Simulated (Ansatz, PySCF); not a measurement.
Lewis adduct: ClFHIn (SMILES [F][InH][Cl]) (first 4 atoms) with NH3 (SMILES N); geometry from B3LYP-D3(BJ)/def2-TZVP, rigid monomers moved along the line of their centres of mass till In2···N5 is 3.25 Å.
(charge 0, multiplicity 1):
```xyz
8

F      0.88016     1.42084     1.16467
In    -0.72705     0.27460     1.39663
Cl    -2.20336     1.29155     2.95065
H     -1.21904    -0.78507     0.15777
N      1.07610    -1.26727     3.61694
H      1.93154    -0.71849     3.56937
H      0.62313    -1.08400     4.50742
H      1.31052    -2.25232     3.56169
```

Monomers are frozen at their geometry in the pair; levels with a basis set take the counterpoise correction. Rows marked so take none.

Correlated levels freeze the cores. Filled d and f shells under p-block atoms count as core. CBS(a, b) extrapolates the correlation energy as X⁻³ and adds the Hartree–Fock energy of set b. Rows in 3-21G, STO-3G carry no dispersion term and start afresh at each structure; the Pople sets are all-electron and without relativity.

The values were computed with Ansatz (a quantum-chemistry and plane-wave program); PySCF for 3-21G rows, STO-3G rows, the dispersion terms. Values without a source in brackets are computed. In def2 rows elements past Kr take small-core potentials, without spin–orbit coupling.

| level | interaction energy (meV) |
|---|---|
| HF/STO-3G (no counterpoise) | -653.6 |
| HF/3-21G (no counterpoise) | -1026.0 |
| PBE-D3(BJ)/def2-TZVPPD | -592.9 |
| PBE-D4/def2-TZVPPD | -597.9 |
| B3LYP/def2-TZVPPD | [?] |
| B3LYP-D4/def2-TZVPPD | -604.8 |
| MP2/def2-SVPD | -614.0 |
| MP2/CBS(def2-SVPD, def2-TZVPPD) | -603.4 |
| SCS-MP2/def2-SVPD | -602.8 |

### Question
Some entries are withheld; supply them.

### Answer

- B3LYP/def2-TZVPPD, interaction energy (meV): -530.6
